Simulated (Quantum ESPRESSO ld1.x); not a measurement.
Problem. The aim is the iodine ion I+ in [Kr] 4d10 5s2 5p4. This ld1.x (Quantum ESPRESSO 7.5) run was made with `OMP_NUM_THREADS=1 ld1.x < ld1.in > ld1.out`. Can the result be used? Name any fault.

```
 &input
    zed=53.0,
    iswitch=1,
    rel=1,
    lsd=1,
    dft='PBE',
    config='[Kr] 4d10 5s2 5p4',
    verbosity='high',
    prefix='ld1',
    max_out_wfc=37,
    file_charge='ld1.rho',
 /
```

Output (excerpt):

```
     Program LD1 v.7.5 starts

     --------------------------- All-electron run ----------------------------

     scalar relativistic calculation

     atomic number is 53.00
     dft =PBE   lsd =1 sic =0 latt =0  beta=0.20 tr2=1.0E-14
     Exchange-correlation= PBE
                           (   1   4   3   4   0   0   0)
     mesh =2073 r(mesh) = 100.05380 a.u. xmin = -8.00 dx = 0.00800
     1 Ry =  13.60569312 eV, c = 137.03599908

     n l     nl                  e(Ry)          e(Ha)          e(eV)
     1 0     1S 1( 1.00)   -2425.065968147   -1212.532984074 -32994.7033656
     2 0     2S 1( 1.00)    -375.272191308    -187.636095654  -5105.8382725
     2 1     2P 1( 3.00)    -336.883934531    -168.441967265  -4583.5394313
     3 0     3S 1( 1.00)     -76.302123087     -38.151061544  -1038.1432714
     3 1     3P 1( 3.00)     -63.863711153     -31.931855577   -868.9100556
     4 0     4S 1( 1.00)     -13.975601664      -6.987800832   -190.1477475
     4 1     4P 1( 3.00)     -10.078066706      -5.039033353   -137.1190829
     3 2     3D 1( 5.00)     -45.240329557     -22.620164779   -615.5260407
     4 2     4D 1( 5.00)      -4.398577232      -2.199288616    -59.8456920
     5 0     5S 1( 1.00)      -1.973606527      -0.986803264    -26.8522848
     5 1     5P 1( 3.00)      -1.173894645      -0.586947323    -15.9716503
     1 0     1S 2( 1.00)   -2425.060949328   -1212.530474664 -32994.6350811
     2 0     2S 2( 1.00)    -375.269951144    -187.634975572  -5105.8077935
     2 1     2P 2( 3.00)    -336.879799829    -168.439899915  -4583.4831758
     3 0     3S 2( 1.00)     -76.297818482     -38.148909241  -1038.0847042
     3 1     3P 2( 3.00)     -63.858776762     -31.929388381   -868.8429198
     4 0     4S 2( 1.00)     -13.965253558      -6.982626779   -190.0069543
     4 1     4P 2( 3.00)     -10.067398870      -5.033699435   -136.9739396
     3 2     3D 2( 5.00)     -45.235613277     -22.617806639   -615.4618725
     4 2     4D 2( 5.00)      -4.381502407      -2.190751204    -59.6133772
     5 0     5S 2( 1.00)      -1.868783301      -0.934391651    -25.4260921
     5 1     5P 2( 1.00)      -1.065245782      -0.532622891    -14.4934072

     final scf error:  9.4E-15 reached in  21 iterations

     Etot =  -14220.479543 Ry,   -7110.239771 Ha, -193479.480718 eV
     Total magnetization:    2.00 Bohr mag.

     Ekin =   14939.191181 Ry,    7469.595591 Ha,  203258.050717 eV
     Encl =  -34401.357007 Ry,  -17200.678503 Ha, -468054.306446 eV
     Eh   =    5591.631885 Ry,    2795.815942 Ha,   76078.027478 eV
     Exc  =    -349.945602 Ry,    -174.972801 Ha,   -4761.252467 eV
```

Solution. No (silently wrong). The line at issue: dft='PBE'. The run ends normally, but in this build (ld1.x 7.5) Etot and Exc of a spin-polarised run lack the gradient corrections of exchange and correlation and come out near their LSDA values (nitrogen, PBE: -54.132 hartree against -54.536 from two other codes). The eigenvalues and orbitals are those of the GGA; the energies must not be used. The sound input gives -7110.2178 hartree.
